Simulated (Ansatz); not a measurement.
Reaction (ligand exchange at a Te–C bond): `[GeH3][CH2][TeH]` + PH₃ → `P[TeH]` + `[CH3][GeH3]`

Calculated with Ansatz (gas phase, PBE0-D4/def2-TZVP geometries, no zero-point term in ΔE). CCSD(T)/CBS is the MP2 limit (def2-TZVPP, def2-QZVPP) plus CCSD(T) − MP2 in def2-TZVPP, frozen cores. This one scheme is used for every species. Functionals use def2-TZVPP. Elements past krypton have def2 core potentials. For Ge, Te outer-core shells are correlated without core-valence functions, which leaves a few kJ/mol of doubt a bond. Scalar relativity is left out up to krypton.

`[GeH3][CH2][TeH]`:

```xyz
9

Ge   -1.319    0.200    0.330
C     0.485    0.170   -0.432
Te    1.766   -1.161    0.657
H    -1.920   -1.214    0.299
H    -2.201    1.149   -0.499
H    -1.260    0.694    1.784
H     0.914    1.170   -0.390
H     0.439   -0.166   -1.467
H     3.097   -0.841   -0.281
```

PH₃:

Cartesian coordinates in Å:
```
P -0.216 -0.384 0.378
H -0.779 -0.162 -0.906
H 1.108 -0.458 -0.130
H -0.114 1.004 0.658
```

`P[TeH]`:

```xyz
5

P     0.560    0.750   -0.051
Te   -0.986   -1.159    0.190
H     0.441    0.862   -1.461
H     1.746   -0.026   -0.136
H    -1.762   -0.426    1.458
```

`[CH3][GeH3]`:

Z-matrix (Å, degrees):
```
C
Ge 1 1.953
H 1 1.091 2 110.3
H 1 1.090 2 110.3 3 120.0
H 1 1.090 2 110.3 3 -120.0
H 2 1.539 1 110.4 3 -59.8
H 2 1.539 1 110.4 3 60.2
H 2 1.539 1 110.4 3 -179.8
```

| level | ΔE (kcal/mol) |
| --- | --- |
| PBE-D4 | -18.5 |
| r2SCAN-D4 | -18.5 |
| ωB97X-V | -16.8 |
| HF/CBS(def2) | -18.1 |

Task: What does CCSD(T)/CBS give? (Estimate.)

Result: Ansatz gave: -16.0 kcal/mol. The listed levels differ from it by -2.5, -2.5, -0.8, -2.1 kcal/mol.

Largest T1 diagnostic among the species: 0.013.

In def2-TZVPP, CCSD(T) changes the Hartree–Fock value by +3.1 kcal/mol (the triples alone add +0.3 kcal/mol) and MP2 by +2.8 kcal/mol. The D4 term adds +0.9 kcal/mol with B3LYP and +0.5 kcal/mol with PBE0; it sums over pairs of atoms, weighted by their polarisabilities, and B3LYP, whose exchange is more repulsive, gets the larger term.

B3LYP here is the variant with VWN-RPA as its local correlation; programs differ in this.
